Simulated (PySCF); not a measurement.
Isomers C₇H₈O₂Si:

A. SMILES O=C1C=CC=C(C[SiH3])C1=O
B. SMILES c1(O[SiH3])c(C=O)cccc1
C. SMILES C(=C=C)(C#CC)[SiH2]C(=O)O
D. `InChI=1S/C7H8O2Si/c1-3-5-10-6(4-2)7(8)9/h2,10H2,1H3,(H,8,9)`
E. SMILES c1([SiH3])c(=C)oc(=C)c1C=O

Spectrum 1. ¹³C{¹H} NMR (computed): δ 192.0 (CH), 171.6 (C), 166.3 (C), 163.4 (C), 149.0 (C), 103.8 (CH2), 87.0 (CH2).

Spectrum 2. ¹³C{¹H} NMR (computed): δ 192.8 (CH), 165.2 (C), 141.2 (CH), 135.6 (CH), 130.2 (C), 126.8 (CH), 119.9 (CH).

Spectrum 3. ¹³C{¹H} NMR (computed): δ 232.6 (C), 170.4 (C), 113.6 (C), 90.5 (C), 82.5 (C), 76.2 (CH2), 6.1 (CH3).

Spectrum 4. ¹³C{¹H} NMR (computed): δ 233.5 (C), 183.2 (C), 100.3 (C), 77.7 (C), 76.8 (C), 75.2 (CH2), 6.1 (CH3).

Spectrum 5. ¹³C{¹H} NMR (computed): δ 188.3 (C), 185.4 (C), 152.7 (C), 146.2 (CH), 136.5 (CH), 131.8 (CH), 20.3 (CH2).

No solvent, relativity neglected, equivalent nuclei averaged, single conformer. σ from GIAO-PBE0/pcSseg-1; coordinates at the GFN2-xTB level; PySCF 2.14.

Chemical shifts δ = σref − σ; TMS for ¹³C (186.93 ppm), all at this level. Acid and N–H amide carbonyl carbons lie up to 10 ppm further downfield in solution (hydrogen bonding). Shifts are as computed. Against solution values, carbons near 30 ppm lie about +3 ppm off and those near 130 ppm about +5 ppm. Of 1211 compounds with measured shifts, 218 miss one by over three times the rms of a fit or turn the order of signals round; such compounds aren't used in these exercises.

Question: Match each spectrum to its structure.

Answer: 1–E, 2–B, 3–D, 4–C, 5–A.

- Spectrum 1 (E): 7 ¹³C signals; δC 192.0 is an aldehyde carbonyl carbon; δC 171.6 is a unsaturated ring carbon.
- Spectrum 2 (B): 7 ¹³C signals; δC 192.8 is an aldehyde carbonyl carbon; δC 165.2 is an aromatic carbon bearing oxygen.
- Spectrum 3 (D): 7 ¹³C signals; δC 232.6 is a central carbon of an allene; δC 170.4 is a carboxylic acid carbon.
- Spectrum 4 (C): 7 ¹³C signals; δC 233.5 is a central carbon of an allene; δC 100.3 is an alkyne carbon.
- Spectrum 5 (A): 7 ¹³C signals; δC 188.3 is a ketone carbonyl carbon; δC 185.4 is a ketone carbonyl carbon.
